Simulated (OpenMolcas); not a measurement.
**LuO at 1.783 Å: OpenMolcas input and output**

Input (each module block was a call of its own in one work directory; start orbitals came from a preliminary run):

```
&GATEWAY
Coord
2
angstrom
Lu 0.0 0.0 0.0
O 0.0 0.0 1.7830
Basis=ANO-RCC-VDZP
Group=XY
RX2C
AMFI
ANGMom
0.0 0.0 0.0
RICD
&SEWARD
&GUESSORB
* RASSCF and CASPT2 blocks for each multiplicity and irrep, as for the first:
&RASSCF
FileOrb=$CurrDir/o21.orb
Symmetry=1
Spin=2
nActEl=7 0 0
Inactive=20 16
RAS2=5 4
CIRoot=4 4 1
Linear
Iterations=120 100
OrbListing=Nothing
PRWF=0.15
>>COPY $Project.RasOrb $CurrDir/o21.orb
>>COPY $Project.rasscf.h5 $CurrDir/r21.h5
&CASPT2
XMultistate=all
Imaginary=0.2
IPEA=0.25
MaxIter=40
>>COPY $Project.JobMix JOB001
&RASSI
Nr of JobIphs=2 4 2
1 2 3 4
1 2
SpinOrbit
EJob
Omega
MEES
MESO
Properties=4
'AngMom' 3 'Mltpl  1' 1 'Mltpl  1' 2 'Mltpl  1' 3
Thrs=1.0d-4
>>COPY $Project.rassi.h5 $CurrDir/so.h5
```

```bash
pymolcas m.inp
```

C2 symmetry about the axis (a holds Σ, Δ, Γ; b holds Π, Φ, H; Σ⁺ and Σ⁻ are not told apart); roots by multiplicity and irrep: 2a 4, 2b 2.

RASSI part of the output, in excerpt:

```
SPIN-FREE ENERGIES:
  (Shifted by EMIN (a.u.) =     -14635.0150938157)
 SF State       Relative EMIN(au)   Rel lowest level(eV)    D:o, cm**(-1)      Abs_M
     1             0.0000000000        0.0000000000              0.0000         0.0
     2             0.0971630224        2.6439405308          21324.8185         0.0
     3             0.0989999914        2.6939270050          21727.9866         2.0
     4             0.0990004522        2.6939395423          21728.0877         2.0
     5             0.1009327092        2.7465189337          22152.1691         1.0
     6             0.1009327092        2.7465189337          22152.1691         1.0
++ Dipole transition strengths (spin-free states):
     for osc. strength at least  1.00000000E-05
      From   To        Osc. strength     Einstein coefficients Ax, Ay, Az (sec-1)    Total A (sec-1)
         1    2       1.44280221E-02  0.00000000E+00  0.00000000E+00  4.37642724E+06  4.37642724E+06
         1    5       4.12383676E-03  1.07559977E+02  1.34971353E+06  0.00000000E+00  1.34982109E+06
         1    6       4.12383693E-03  1.34971359E+06  1.07559694E+02  0.00000000E+00  1.34982115E+06
 Electric-quadrupole - electric-quadrupole not included
 Electric-dipole - electric-octupole not included
 Electric-dipole - magnetic-quadrupole not included
   Eigenvalues of complex Hamiltonian:
  (Shifted by EMIN (a.u.) =     -14635.0150938157)
 SO State       Relative EMIN(au)   Rel lowest level(eV)    D:o, cm**(-1)      Omega
     1            -0.0000226169        0.0000000000              0.0000         0.5
     2            -0.0000226169        0.0000000000              0.0000         0.5
     3             0.0954665716        2.5983931926          20957.4545         1.5
     4             0.0954665716        2.5983931926          20957.4545         1.5
     5             0.0965592197        2.6281256616          21197.2630         0.5
     6             0.0965592197        2.6281256616          21197.2630         0.5
     7             0.0998264997        2.7170328805          21914.3481         1.5
     8             0.0998264997        2.7170328805          21914.3481         1.5
     9             0.1025308437        2.7906218293          22507.8830         2.5
    10             0.1025308437        2.7906218293          22507.8830         2.5
    11             0.1026683664        2.7943640122          22538.0657         0.5
    12             0.1026683664        2.7943640122          22538.0657         0.5
 Weights of the five most important spin-orbit-free states for each spin-orbit state.
 SO State  Total energy (au)           Spin-free states, spin, and weights
    1        -0.000023       1 0.5  0.9998    6 0.5  0.0001    5 0.5  0.0001    2 0.5  0.0000    3 0.5  0.0000
    2        -0.000023       1 0.5  0.9998    6 0.5  0.0001    5 0.5  0.0001    2 0.5  0.0000    3 0.5  0.0000
    3         0.095467       3 0.5  0.4997    4 0.5  0.4996    5 0.5  0.0003    6 0.5  0.0003    2 0.5  0.0000
    4         0.095467       3 0.5  0.4997    4 0.5  0.4996    5 0.5  0.0003    6 0.5  0.0003    2 0.5  0.0000
    5         0.096559       2 0.5  0.9012    6 0.5  0.0494    5 0.5  0.0494    1 0.5  0.0000    4 0.5  0.0000
    6         0.096559       2 0.5  0.9012    6 0.5  0.0494    5 0.5  0.0494    1 0.5  0.0000    4 0.5  0.0000
    7         0.099826       5 0.5  0.4997    6 0.5  0.4997    3 0.5  0.0003    4 0.5  0.0003    2 0.5  0.0000
    8         0.099826       5 0.5  0.4997    6 0.5  0.4997    3 0.5  0.0003    4 0.5  0.0003    2 0.5  0.0000
    9         0.102531       4 0.5  0.5000    3 0.5  0.5000    5 0.5  0.0000    6 0.5  0.0000    2 0.5  0.0000
   10         0.102531       4 0.5  0.5000    3 0.5  0.5000    5 0.5  0.0000    6 0.5  0.0000    2 0.5  0.0000
   11         0.102668       6 0.5  0.4505    5 0.5  0.4505    2 0.5  0.0988    1 0.5  0.0002    4 0.5  0.0000
   12         0.102668       6 0.5  0.4505    5 0.5  0.4505    2 0.5  0.0988    1 0.5  0.0002    4 0.5  0.0000
++ Dipole transition strengths (SO states):
        for osc. strength at least   1.00000000E-05
      From   To        Osc. strength     Einstein coefficients Ax, Ay, Az (sec-1)    Total A (sec-1)
         1    5       1.34850437E-02  0.00000000E+00  0.00000000E+00  4.04160775E+06  4.04160775E+06
         1    6       3.81803151E-04  5.72156777E+04  5.72146947E+04  0.00000000E+00  1.14430372E+05
         1    7       4.07679735E-03  6.52962541E+05  6.52963138E+05  0.00000000E+00  1.30592568E+06
         1   11       3.79032891E-03  6.42129317E+05  6.42129056E+05  0.00000000E+00  1.28425837E+06
         1   12       1.00930064E-03  0.00000000E+00  0.00000000E+00  3.41976337E+05  3.41976337E+05
         2    5       3.81803151E-04  5.72156777E+04  5.72146947E+04  0.00000000E+00  1.14430372E+05
         2    6       1.34850437E-02  0.00000000E+00  0.00000000E+00  4.04160775E+06  4.04160775E+06
         2    8       4.07679735E-03  6.52962541E+05  6.52963138E+05  0.00000000E+00  1.30592568E+06
         2   11       1.00930064E-03  0.00000000E+00  0.00000000E+00  3.41976337E+05  3.41976337E+05
         2   12       3.79032891E-03  6.42129317E+05  6.42129056E+05  0.00000000E+00  1.28425837E+06
         3    8       1.28280731E-05  0.00000000E+00  0.00000000E+00  7.83485507E+00  7.83485507E+00
         4    7       1.28280731E-05  0.00000000E+00  0.00000000E+00  7.83485507E+00  7.83485507E+00
         5   11       1.39847435E-05  8.38526436E+00  8.38448216E+00  0.00000000E+00  1.67697465E+01
         5   12       1.44864304E-04  0.00000000E+00  0.00000000E+00  1.73713423E+02  1.73713423E+02
         6   11       1.44864304E-04  0.00000000E+00  0.00000000E+00  1.73713423E+02  1.73713423E+02
         6   12       1.39847435E-05  8.38526436E+00  8.38448216E+00  0.00000000E+00  1.67697465E+01
 Electric-quadrupole - electric-quadrupole not included
 Electric-dipole - electric-octupole not included
 Electric-dipole - magnetic-quadrupole not included
```

Only roots inside an energy window near the equilibrium distance were included, so the list of states is not complete; labels number the states computed. Each spin and symmetry block has orbitals of its own, averaged over its own roots, so gaps between blocks are less sure than gaps within one and near the minimum can be off by tenths of an eV, in bad cases by more. No Rydberg orbitals are active, so Rydberg states, and σ→σ* states whose orbital the CASSCF left unused, can be missing between those listed. No roots were computed in blocks 4a, 4b (none fell in the window or the block failed), so states of that kind are missing and can lie low or lowest. For d and f metals this valence active space lacks a second d shell: the order of states is not reliable within half an eV or more, and the lowest computed state need not be the true ground state.
